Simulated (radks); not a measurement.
The numbers below are computed, except where a source is named.
Spherical quantum dot in the effective-mass picture: electrons in a hard-walled sphere of radius 8.1, all in effective atomic units (hartree* = m*/eps^2 hartree, bohr* = eps/m* bohr), one dielectric constant everywhere. Level of theory: non-relativistic Kohn-Sham, PBE, spin-polarised, spherical densities (a radial shooting solver with Libxc functionals). Levels are named by radial order and angular momentum (1s, 1p, 1d, 2s, ...), and open shells are averaged over m. Results are scaled to m* = 0.048 and eps = 17.2, for which hartree* = 4.415 meV and bohr* = 18.96 nm.

N = 2, configuration 1s2. This is the lowest configuration that the search found. Occupied and some empty levels:

level  occupation  eigenvalue (meV)  <r> (nm)
1s              2            1.4390     85.87
1p              0            1.7126     95.36
1d              0            2.1084     101.9
2s              0            2.5012     73.21

Energy (meV): total 1.43649, kinetic 0.71984, external 0, Hartree 1.7438, exchange-correlation -1.0271.

Electron density:

r (nm)  n(r) (e/nm^3)
3.60        3.905e-07
15.1        3.928e-07
26.6        3.965e-07
38.2        3.990e-07
49.7        3.961e-07
61.2        3.825e-07
72.8        3.534e-07
84.3        3.060e-07
95.8        2.419e-07
107         1.676e-07
119         9.544e-08
130         4.111e-08
142         9.662e-09
153         8.764e-12
